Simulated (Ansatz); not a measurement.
Seven cases of atomisation energy with Al to Br (electronic energies, kcal/mol); geometries: B3LYP-D3(BJ)/def2-TZVP. The cases were drawn at random from those of this class that have a high level and all functionals, leaving out states under which another spin lies or may lie. Left out are anions, K, Ca, elements past Kr, ionisation of Li, Na and Mg, pi-pi* triplets of linear molecules and other triplets made from a closed-shell parent. Runs that doubt their state, and full CI more than 15 mEh from coupled cluster, are set aside; a case stays where another high level and all functionals remain. AFQMC serves as high level only in triple zeta or larger, with a steady walk, a bar under 0.8 kcal/mol and agreement with other high levels or trials where they ran; where none ran, an unstable determinant or (outside 3d species) a high T1 diagnostic also bars it, so strongly correlated cases are thinned. No case was kept or dropped by the size of a functional's miss. High levels with a bar over 0.5 kcal/mol are left out too, and the seventh case lies inside the range of the six. Affinities count positive where energy is released, gaps as the second state minus the first. PBE0 is by Ansatz (a program for electronic structure) in def2-TZVPD. High levels (Ansatz): P = CCSD(T)/CBS(cc-pV(Q+d)Z,cc-pV(5+d)Z) + [CCSDT(Q) - CCSD(T)]/cc-pV(Q+d)Z + [CCSDTQ - CCSDT(Q)]/cc-pV(D+d)Z + core + X2C; Q = CCSD(T)/CBS(cc-pV(Q+d)Z,cc-pV(5+d)Z) + [CCSDT(Q) - CCSD(T)]/cc-pV(T+d)Z + [CCSDTQ - CCSDT(Q)]/cc-pV(D+d)Z + core + X2C; R = CCSD(T)/CBS(cc-pV(Q+d)Z,cc-pV(5+d)Z) + [CCSDT(Q) - CCSD(T)]/cc-pV(T+d)Z + core + X2C; S = CCSD(T)/CBS(cc-pVQZ,cc-pV5Z) + [CCSDT(Q) - CCSD(T)]/cc-pVDZ. Radicals and triplets start from unrestricted determinants; spin-orbit coupling is neglected. Cores are frozen in correlated methods (noble-gas shells, and filled d and f shells in the p block). Rows without X2C or -DK are non-relativistic. CBS(X,Y): correlation extrapolated as X^-3, Hartree-Fock from the larger set (Q,5: extrapolated as (X+1)exp(-9√X)). A bracket is a step between two methods taken in the basis named. Functionals run without relativity, which enters their misses. '+ core + X2C': CCSD(T) terms for core correlation (cc-pwCVTZ, 1s frozen past Ne) and scalar relativity (cc-pVTZ-DK). For partners of very few electrons the exact lower level stands in for a higher one. Spin-orbit terms, left out, reach several kcal/mol for Br and I, and more for heavier atoms. The restricted determinant of F2Si (F[Si]F, singlet) is unstable towards broken spin symmetry in at least one set run. The restricted determinant of C2H2Br2 (C=C(Br)Br, singlet) is unstable towards broken spin symmetry in at least one set run. The UHF reference of AlP ([Al]=[P], triplet) is spin-contaminated (<S^2> up to 0.08 over the pure value in the sets run). The determinant of AlP ([Al]=[P], triplet) is a saddle point of the SCF energy; a lower one exists, which strains HF and MP2.

```
case                                            PBE0  level  high level
---------------------------------------------  -----  -----  ----------
SiH2Cl (SMILES Cl[SiH2], doublet)              240.6      R       242.9
SiF2 (SMILES F[Si]F)                           287.7      R       299.2
HSiOCl (SMILES O[Si]Cl)                        327.5      R       336.4
HS2 (SMILES [S]S, doublet)                     166.1      Q       165.0
AlP (SMILES [P]=[Al], triplet)                  53.6      P        52.4
C2H2Br2 (1,1-dibromoethene, SMILES C=C(Br)Br)  499.5      S       494.1
AlHClF (SMILES [F][AlH][Cl])                   310.1      R    withheld
```

Q: Fit a straight line from PBE0 to the high level over the first six rows by least squares, predict the seventh, and compare with the calculation.

A: Means: PBE0 262.50, high level 265.00. Sxx = 114441, Sxy = 114336, slope 0.9991, intercept +2.74 kcal/mol; residual standard deviation 7.3 kcal/mol. Seventh row: 0.9991·(310.1) +2.74 = 312.6 kcal/mol. The calculation gave 320.8 kcal/mol: the line differs from it by -8.2, PBE0 itself by -10.7.
